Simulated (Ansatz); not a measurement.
Basis-set extrapolation for C$_{2}$H$_{7}$ClFNOSi (`CN[Si](F)(Cl)OC`) (PBE0-D4/def2-TZVP geometry, frozen core, the Gaussian-basis code of Ansatz). Multiplicity 1, RHF reference.

|  | def2-TZVPP | def2-QZVPP |
| --- | --- | --- |
| HF | -1057.359332 | -1057.396838 |
| MP2 correlation | -1.343341 | -1.453896 |
| CCSD(T) correlation | -1.445529 | not run |

Energies in hartree. Use E(X) = E(∞) + A·exp(−7.88·√X) for Hartree–Fock and E(X) = E(∞) + B·X^(−2.97) for correlation, with X = 3 and 4, and add CCSD(T) minus MP2 of the smaller set to the MP2 limit.

Task: What is the CCSD(T) energy at the basis-set limit?

Result: HF limit: -1057.396838 + (-0.037506) × 0.13774 = -1057.40200. MP2 limit: -1.453896 + (-0.110555) × 0.74074 = -1.53579. Higher-order term: -1.445529 − (-1.343341) = -0.10219. Total: -1059.03998 hartree, 617.3 kJ/mol below CCSD(T)/def2-TZVPP.
